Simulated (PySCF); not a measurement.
# SeCl: one state, many levels of theory

State: ²Π (doublet), unpaired electrons π ↑. Set-up: Se def2-TZVPP, Cl def2-TZVPP; no relativity (PySCF 2.14). De refers to Se + Cl in their high-spin ground configurations, without counterpoise correction. The functionals are run spin-unrestricted. A positive dipole means Se(−)Cl(+).

| Level | Re (Å) | ωe (cm⁻¹) | De (eV) | μ (D) | CPU s a point (SCF and correlation, without the integrals) |
| --- | --- | --- | --- | --- | --- |
| UHF | 2.132 | 460 | 1.13 | -1.07 | 1.4 |
| UHF-MP2 | 2.120 | 457 | 2.64 | n/a | 2.4 |
| UHF-SCS-MP2 | 2.132 | 446 | 2.52 | n/a | n/a |
| UHF-CCSD | 2.132 | 451 | 2.35 | n/a | n/a |
| UHF-CCSD(T) | 2.137 | 444 | 2.52 | n/a | 120 |
| PBE | 2.143 | 435 | 3.12 | -0.47 | 1.8 |
| TPSS | 2.142 | 434 | 2.97 | -0.51 | 2.6 |
| r²SCAN | 2.128 | 446 | 2.90 | -0.53 | 2.6 |
| TPSSh | 2.132 | 444 | 2.87 | -0.56 | 3.5 |
| PBE0 | 2.120 | 458 | 2.85 | -0.61 | 3.4 |
| M06 | 2.129 | 453 | 2.98 | -0.74 | 3.5 |
| BHandHLYP | 2.126 | 454 | 2.41 | -0.81 | 2.2 |
| ωB97X | 2.115 | 469 | 2.82 | -0.72 | 3.8 |

The bond length runs from 2.115 Å (ωB97X) to 2.143 Å (PBE). De spans 1.13 eV (UHF, mean field) to 3.12 eV (PBE, GGA). Correlation at CCSD(T) changes the Hartree–Fock bond energy by +1.39 eV; the triples alone change it by +0.17 eV.

Correlated steps freeze 14 core orbitals. Spin–orbit coupling is left out. The state was picked by a PBE0 search and need not be the measured ground state.

The whole job (state search and all levels along the bond) took about 22 min on 1 thread of Arm Neoverse V1 (shared host), peak memory 2.4 GiB.
